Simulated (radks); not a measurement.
The tantalum ion Ta2+ inside a hard spherical wall (all orbitals vanish at R), configuration held at [Xe] 4f14 5d3 and not refilled when levels cross. Calculated with a radial shooting solver on a logarithmic mesh with Libxc functionals: scalar-relativistic Kohn-Sham, PBEsol, spin-polarised, spherical densities, point nucleus; open shells are filled with parallel spins first (spin-orbit coupling, left out, can overturn this in heavy ions). Eigenvalues in eV for spin up, with the zero of energy where the potential of the charges vanishes at infinity; a dash marks a level that is unbound or too diffuse for the functional's potential to be trusted. A positive occupied level is held by the wall or, in an anion where self-interaction has pushed it up, behind a barrier. The pressure on the wall is -dE/dV.

R (bohr) = free: E (hartree) -15599.1086; kinetic (hartree) 17140.731; e(5s) -88.997; e(5p) -55.600; e(4f) -40.271; e(5d) -19.209; e(6s, empty) -19.083; e(6p, empty) -12.866; pressure (GPa) 0
R (bohr) = 20: E (hartree) -15599.1086; kinetic (hartree) 17140.731; e(5s) -88.997; e(5p) -55.600; e(4f) -40.271; e(5d) -19.209; e(6s, empty) -19.083; e(6p, empty) -12.866; pressure (GPa) < 0.0001
R (bohr) = 15: E (hartree) -15599.1086; kinetic (hartree) 17140.731; e(5s) -88.997; e(5p) -55.600; e(4f) -40.271; e(5d) -19.209; e(6s, empty) -19.083; e(6p, empty) -12.866; pressure (GPa) < 0.0001
R (bohr) = 10: E (hartree) -15599.1086; kinetic (hartree) 17140.731; e(5s) -88.996; e(5p) -55.600; e(4f) -40.271; e(5d) -19.209; e(6s, empty) -19.083; e(6p, empty) -12.862; pressure (GPa) < 0.0001
R (bohr) = 8: E (hartree) -15599.1085; kinetic (hartree) 17140.732; e(5s) -88.991; e(5p) -55.595; e(4f) -40.266; e(5d) -19.204; e(6s, empty) -19.075; e(6p, empty) -12.801; pressure (GPa) 0.00466
R (bohr) = 6: E (hartree) -15599.1057; kinetic (hartree) 17140.759; e(5s) -88.858; e(5p) -55.470; e(4f) -40.127; e(5d) -19.082; e(6s, empty) -18.834; e(6p, empty) -12.008; pressure (GPa) 0.351
R (bohr) = 5: E (hartree) -15599.0909; kinetic (hartree) 17140.864; e(5s) -88.429; e(5p) -55.070; e(4f) -39.673; e(5d) -18.646; e(6s, empty) -17.913; e(6p, empty) -10.007; pressure (GPa) 2.92
R (bohr) = 2.5: E (hartree) -15597.0396; kinetic (hartree) 17151.008; e(5s) -75.231; e(5p) -41.436; e(4f) -24.165; e(5d) 2.126; e(6s, empty) 33.661; e(6p, empty) 59.456; pressure (GPa) 1850
R (bohr) = 2: E (hartree) -15591.6262; kinetic (hartree) 17174.962; e(5s) -56.436; e(5p) -19.149; e(4f) -3.108; e(5d) 33.910; e(6s, empty) 112.25; e(6p, empty) 150.82; pressure (GPa) 12100
R (bohr) = 1.5: E (hartree) -15565.5261; kinetic (hartree) 17274.275; e(5s) 11.853; e(5p) 62.748; e(4f) 56.391; e(5d) 138.82; e(6s, empty) 356.04; e(6p, empty) 417.05; pressure (GPa) 115000
